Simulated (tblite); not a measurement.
A tight-binding relaxation on `C1(CC=1C1CCC1)CF`.

Computed with GFN2-xTB geometry optimisation, gas phase (tblite 0.8.0). Start geometry: from a force field or distance geometry. A driver script takes a list of jobs; this job's settings line and coordinates (Å) are shown.

Command:
```bash
OMP_NUM_THREADS=1 python probes_run.py task.json out
```

Input:
```
{"job": {"kind": "relax", "xc": "GFN2-xTB", "basis": "xTB"}, "charge": 0, "multiplicity": 1}
F      1.922300    -0.410400    -1.482900
C      2.619100    -0.071500    -0.379900
C      1.785300     0.481000     0.703900
C      0.456400     0.597200     0.846600
C     -0.517800     0.111300    -0.123500
C     -0.796800    -1.415800    -0.130600
C     -2.273600    -1.072500    -0.387100
C     -1.994300     0.286900     0.299100
C      1.240700     1.804400     0.851100
H      3.382500     0.646200    -0.669000
H      3.127200    -0.980600    -0.018700
H     -0.345900     0.508900    -1.138800
H     -0.623400    -1.916300     0.841600
H     -0.296800    -1.988700    -0.922400
H     -3.006600    -1.710400     0.116900
H     -2.535400    -0.994000    -1.433100
H     -2.523700     1.140500    -0.137800
H     -2.180600     0.266700     1.377200
H      1.174000     2.432500    -0.025200
H      1.382300     2.295300     1.809400
```

Q: Estimate the output.

A: 
```
step      E/eV     max force
  0    -743.26596    3.567
  1    -743.56747    2.344
  2    -743.71253    1.370
  3    -743.83291    0.642
  4    -743.89984    0.615
  5    -743.93899    0.583
  6    -743.99022    0.643
  7    -744.04206    0.525
  8    -744.09771    0.524
  9    -744.14072    0.484
... (82 lines left out)
 92    -744.81906    0.059
 93    -744.81938    0.062
 94    -744.81969    0.054
 95    -744.81997    0.042
 96    -744.82018    0.033
 97    -744.82030    0.024
 98    -744.82034    0.024
 99    -744.82039    0.016
100    -744.82042    0.014
101    -744.82046    0.007
```

«max force» is the largest atomic force in eV/Å.

Q: From which step on does the largest force stay under 0.1 eV/Å, and how much energy is left to gain from there?

A: From step 57 (0.078 eV/Å), 11.1 meV above the end.

Main results: energy lowered by 35.8 kcal/mol over 101 steps; largest atomic force 0.007 eV/Å at the end.

Time: 0.74 s. Hardware: one thread, Arm Neoverse V1 (aarch64), no GPU, on a shared host.
Labels such as C1 count atoms from 1, the log's own numbers from 0.
